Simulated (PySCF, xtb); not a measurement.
Sb(Cl)(TeH)2 (ClH₂SbTe₂), SMILES [Cl][Sb]([TeH])[TeH].

xtb with GFN2-xTB at its own geometry gives an orbital gap of 3.58 eV and a dipole moment of 2.67 D.

Geometry: B3LYP-D3(BJ)/def2-SVP. A frequency run showed that this geometry is not a minimum. The def2 effective core potentials stand for the cores of Sb, Te; spin–orbit coupling is left out.

Q: What does PBE/def2-TZVP (PySCF) give? (The exact figures need the calculation; the answer reports its results.)

A: gap 2.84 eV (levels -5.66 and -2.82 eV), dipole 2.16 D.
